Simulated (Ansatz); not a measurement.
Molecule: sum formula H9Si4O, charge -1, multiplicity 1. It need not be the lowest isomer of its formula. Whether it binds its extra electron was not tested at this geometry. 
Coordinates optimised at B3LYP-D3(BJ)/def2-TZVP (Ansatz, an electronic-structure program):
```xyz
14

O     -0.4275    -0.3831    -2.0979
Si    -0.1204    -0.1079    -0.5910
Si    -1.5467    -1.1576     1.0059
Si     2.0300    -0.7622     0.2049
Si    -0.2107     2.1641     0.1271
H     -1.1986    -0.8532     2.4300
H     -1.5417    -2.6506     0.9164
H     -2.9838    -0.7673     0.8663
H      2.2599    -0.4709     1.6556
H      2.2986    -2.2261     0.0564
H      3.1584    -0.0883    -0.5091
H     -1.5494     2.7993    -0.0771
H      0.7525     3.0537    -0.5926
H      0.0932     2.3587     1.5803
```
Charge -1, spin multiplicity 1.

Parts of the frozen-core correlation energy in aug-cc-pV(D+d)Z (Ansatz, hartree). Frozen orbitals: 21; correlated occupied orbitals by spin: 16 and 16; virtual: 195 and 195. No spin-orbit coupling. No relativistic terms.

```csv
term,value
reference (HF),-1235.90617
MP2 opposite-spin,?
MP2 same-spin,?
CCSD correlation,?
(T),-0.02687
T1 diagnostic,0.019
largest doubles amplitude,0.013
```

Task: Some entries are withheld; supply them.

Result: 
- MP2 opposite-spin, value: -0.51924
- MP2 same-spin, value: -0.13468
- CCSD correlation, value: -0.73580
